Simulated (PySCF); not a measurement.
Excited states of Te⁴²⁺ (tellurium, charge +42)

Ground state [Ne], ¹S. Calculation: PySCF 2.14, in an uncontracted even-tempered set (19 s from 3.04 bohr⁻², ratio 2.5; 13 p from 4 bohr⁻², ratio 2.5; 7 d from 1.88 bohr⁻², ratio 2.7; 3 f from 150 bohr⁻², ratio 2.7); the spin-free X2C one-electron Hamiltonian (Gaussian nucleus). Vertical excitation energies in eV without spin-orbit coupling; excited terms of each kind are numbered among those the solver found. Frozen: 1s2.

```tsv
term	leading excitation	EOM-EE-CCSD
1 3P°	2p → s	3966.2
1 1P°	2p → s	3974.1
1 3S	2p → p	4091.3
1 3D	2p → p	4104.4
1 1D	2p → p	4111.1
1 1P	2p → p	4112.0
1 3P	2p → p	4112.1
1 1S	2p → p	4166.3
2 3P°	2p → d	4241.5
1 3F°	2p → d	4248.1
1 1F°	2p → d	4256.3
1 1D°	2p → d	4258.5
2 3S	2s → s	4454.6
2 1S	2s → s	4472.2
```

The spin-orbit splitting of the hole, absent here, rivals or exceeds the spacing of these terms, so the LS terms are model states.

The solver can miss terms. The 25 highest virtual orbitals were dropped.
